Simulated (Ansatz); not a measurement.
Question: Name a neutral molecule of Bi, Sb with HOMO energy (PBE/def2-TZVPP) between -5.75 and -5.45 eV and size of the dipole moment (B3LYP/def2-TZVPP) between 0.40 and 0.70 D (Ansatz, PBE0-D4/def2-TZVP geometry).

Answer: `[Sb]#[Bi]` (-5.59 eV, 0.61 D). Other molecules can fit too; these were computed, each in one conformer that needn't be the lowest.

B3LYP here is the variant with VWN-RPA as its local correlation; programs differ in this.
